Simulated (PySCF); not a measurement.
**Krypton: highly charged ions in a basis for the neutral atom**

Kr(17+) [Ar] 3d1, Kr(18+) [Ar]. Calculation: PySCF 2.14, in cc-pVTZ-PP with ECP10MDF (5s4p3d1f, 39 functions); scalar relativity through the core potential. No spin-orbit coupling, so a gap to NIST mixes the basis error with missing relativistic terms.

Changed run: basis of the neutral atom used for a highly charged ion. This setting is unsound on purpose.

| species | method | sound run (hartree) | changed run (hartree) | converged |
| --- | --- | --- | --- | --- |
| Kr(17+) | UHF | not run | -308.51578 | yes |
| Kr(17+) | B3LYP | not run | -308.89889 | yes |
| Kr(17+) | PBE0 | not run | -308.86537 | yes |
| Kr(18+) | UHF | not run | -284.91897 | yes |
| Kr(18+) | B3LYP | not run | -285.21083 | yes |
| Kr(18+) | PBE0 | not run | -285.19243 | yes |

Ionisation energy of Kr(17+):

```tsv
method	changed run (eV)	NIST (eV)
UHF	642.10	640 ± 3
B3LYP	644.59	640 ± 3
PBE0	644.17	640 ± 3
```

The contracted functions were made for the neutral atom and can be too rigid for a highly charged ion.
